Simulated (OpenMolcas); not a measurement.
## Lines of Rh+: computed and rescaled rates

* Program: OpenMolcas 26.06
* Method: MS-CASPT2, IPEA 0.25 Eh, imaginary shift 0.1 Eh (closed shells correlated: 4s 4p)
* Basis: ANO-RCC-VTZP [7s6p4d2f1g]
* Scalar Hamiltonian: DKH2, point nucleus
* Active space: 8 electrons in 6 orbitals (4d 5s)
* State averaging: 2S+1 = 5 even, 15 roots (10 in the spin-orbit step); 2S+1 = 3 even, 55 roots; 2S+1 = 1 even, 43 roots
* Spin-orbit coupling: RASSI with atomic mean-field integrals over the reference wave functions, term energies averaged over their components

Rates come from the transition moments of the reference wave functions (E1 and E2 in the length form). At fixed line strength A goes as λ^-3 for E1 and M1 and as λ^-5 for E2, so a rate at the computed wavelength can be rescaled to the measured one. Measured vacuum wavelengths follow from level energies in NIST Handbook of Basic Atomic Spectroscopic Data. Branching counts decays inside the model space alone, at computed energies, and the table is only a selection of the E2 and M1 lines, drawn from those between levels with measured partners whose computed energy lies within a factor of 1.5 of the measured one.

```tsv
Upper	Lower	Type	λ computed (nm)	λ measured (nm)	A computed (s-1)	A rescaled (s-1)	Branching %
4d7 5s 3F4(1)	4d8 3F4	E2	449.7	394.1	3.66e+00	7.08e+00	82.4
4d7 5s 3F2(1)	4d8 3F2	E2	454.7	396	2.60e+00	5.19e+00	53.8
4d7 5s 3F3(1)	4d8 3F3	E2	458.7	399.4	2.14e+00	4.28e+00	43.6
4d7 5s 3F3(1)	4d8 3F4	E2	411.1	364.4	1.86e+00	3.40e+00	37.8
4d7 5s 3F2(1)	4d8 3F3	E2	433.2	378.3	1.60e+00	3.15e+00	33.2
4d8 1D2 [63 %]	4d8 3F3	M1	1208	1082	1.06e+00		66.8
4d8 1G4	4d8 3F4	M1	701.1	673.2	6.84e-01		74.6
4d8 1D2 [63 %]	4d8 3P2 [64 %]	M1	2857	2874	4.46e-01		28.1
4d8 3F3	4d8 3F4	M1	3967	4164	4.16e-01	3.60e-01	100.0
4d8 3P2 [64 %]	4d8 3F3	M1	2092	1735	3.70e-01		67.2
4d8 1G4	4d8 3F3	M1	851.6	802.9	2.31e-01		25.2
4d8 3P2 [64 %]	4d8 3F2	M1	2714	2182	1.78e-01		32.3
4d8 3P1	4d8 3P2 [64 %]	M1	4416	4254	1.75e-01	1.96e-01	67.2
4d7 5s 5F4	4d7 5s 5F5	M1	6180	6040	1.64e-01	1.76e-01	89.2
4d7 5s 5F3	4d7 5s 5F4	M1	7923	7987	1.43e-01	1.40e-01	94.1
4d8 3P1	4d8 3F2	M1	1681	1442	8.22e-02		31.7
4d7 5s 5F2	4d7 5s 5F3	M1	11530	11700	6.24e-02	5.97e-02	89.0
4d8 3F2	4d8 3F3	M1	9127	8479	4.06e-02	5.06e-02	100.0
4d7 5s 5F1	4d7 5s 5F2	M1	18560	18760	1.66e-02	1.61e-02	60.0
4d7 5s 5F5	4d8 3F4	E2	668.2	592.2	3.26e-03		87.9
4d8 3P0	4d8 3F2	E2	1608	1393	2.62e-03	5.37e-03	71.0
4d8 3P0	4d8 3P1	M1	36880	40680	1.07e-03	7.97e-04	28.8
```

Spin-changing lines and M1 lines between different terms are not rescaled, since their strength hangs on the term gaps too.

The largest correction is for 4d8 3P0 → 4d8 3F2 (E2): 2.62e-03 × (1608 / 1393)^5 = 5.37e-03 s-1, a factor of 2.05.

The computed rate and branching of 4d8 3F3 → 4d8 3F4 give the upper level a radiative lifetime of 1.000 / 4.16e-01 s-1 = 2.40e+00 s, counting decays inside the model space alone. The rescaled rate gives about 2.8e+00 s.

These are rates of the free ion; in crystals, glasses and complexes forced electric-dipole and non-radiative decay shorten such lifetimes by orders of magnitude. No measured rate stands beside these. Rescaling mends the energy factor alone: line strengths can still be far off where a level mixes with configurations outside the active space, and weak or spin-changing lines hang on small mixing coefficients that depend on the term gaps too, so rescaling need not improve them.

CASPT2 breaks the degeneracy within a term, and the mean is taken; among the terms shown or strongly mixed into the levels shown the widest spread is 1300 cm-1 (4d8 3F). Some high roots are left out of the spin-orbit mixing, which shifts the levels that they would mix with. A single d shell beside an s shell can misplace configurations of different d count against each other. Computed and measured levels are paired by configuration, term and J; levels that our copy of the source lacks, or whose pairing is in doubt (as where it misses far off the trend of its configuration), stay unpaired. Levels of configurations outside the active space are missing.

A share in square brackets marks a mixed level and gives the weight of the term that names it. A number in round brackets counts repeated terms of one configuration in the order of the reference energies.
